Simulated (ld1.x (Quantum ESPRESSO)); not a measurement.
**Transferability test, PAW potential for silicon**

```json
{
 "Element": "silicon (Si)",
 "Generator": "ld1.x (Quantum ESPRESSO) 7.5",
 "Type": "PAW",
 "Functional": "LDA (PZ)",
 "Relativity": "scalar-relativistic",
 "Frozen core": "[Ne]",
 "Valence charge": "4",
 "Reference configuration": "3s2 3p2",
 "Partial waves": "3s (bound): rcut 1.20, rcutus 1.65 bohr; 3s channel at 0.5 Ry: rcut 1.20, rcutus 1.65 bohr; 3p (bound): rcut 2.10, rcutus 2.40 bohr; 3p channel at 1.15 Ry: rcut 2.10, rcutus 2.40 bohr; 3d channel at 0.05 Ry: rcut 1.90, rcutus 2.10 bohr",
 "Local potential": "all-electron potential smoothed inside 1.55 bohr (lloc = -1)",
 "Core correction": "a·sin(br)/r model core inside 1.35 bohr",
 "Augmentation charge": "PSQ, inside the norm-conserving radii"
}
```

Energies are relative to the spin-unpolarised reference configuration 3s2 3p2; without spin polarisation the order of configurations can differ from experiment. Spin-polarised rows fill each open shell by Hund’s rule, majority spin first.

```csv
valence configuration,charge,ΔE all-electron (eV),error AE − PS (meV)
3s2 3p1,+1,7.829,-1.4
3s2 3p0,+2,23.943,-13
3s0 3p4,0,13.779,-1.7
3s1 3p2,+1,15.242,-3.4
3s2 3p1.5,+0.5,2.965,-0.3
3s2 3p2 (spin-polarised),0,-0.611,-0.4
3s2 3p1 (spin-polarised),+1,7.624,-1.6
```

Q: What are ΔE and the potential's error for 3s2 3p2.3?

A: ΔE = -0.957 eV all-electron; the error (AE − PS) is 0.0 meV.

Q: What are ΔE and the potential's error for 3s1 3p0?

A: ΔE = 58.088 eV all-electron; the error (AE − PS) is -74 meV.
